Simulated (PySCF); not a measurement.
Be(I)(OSiH3) (BeH₃IOSi), SMILES [O]([SiH3])[Be][I]. Atoms are numbered in the order given.

```xyz
7

Be     0.0000     0.0000    -0.6120
I      0.0000     0.0000     1.5684
O      0.0000     0.0000    -2.0307
Si     0.0000     0.0000    -3.7013
H     -1.2266     0.7082    -4.2046
H      0.0000    -1.4163    -4.2046
H      1.2266     0.7082    -4.2046
```

Geometry optimised at PBE-D3(BJ)/def2-SVP. The def2 effective core potentials stand for the cores of I; spin–orbit coupling is left out. One conformer was computed; it need not be the lowest.

Computed with B3LYP/def2-TZVPD run with PySCF.

Mulliken values depend strongly on the basis, most of all with diffuse functions as here. ESP charges are fitted to the potential on shells at 1.4 to 2.0 van der Waals radii. Atomic charges (e):

```
atom  Mulliken  ESP fit
----  --------  -------
Be1      -0.46      ___
I2       -0.10    -0.18
O3        0.52    -0.21
Si4       0.28      ___
H5       -0.08      ___
H6       -0.08      ___
H7       -0.08      ___
```

Task: What belongs in the gaps? (Estimate from the structure and the level; the computed values follow.)

Result: 
- Be1, ESP fit: 0.33
- Si4, ESP fit: 0.23
- H5, ESP fit: -0.05
- H6, ESP fit: -0.05
- H7, ESP fit: -0.05
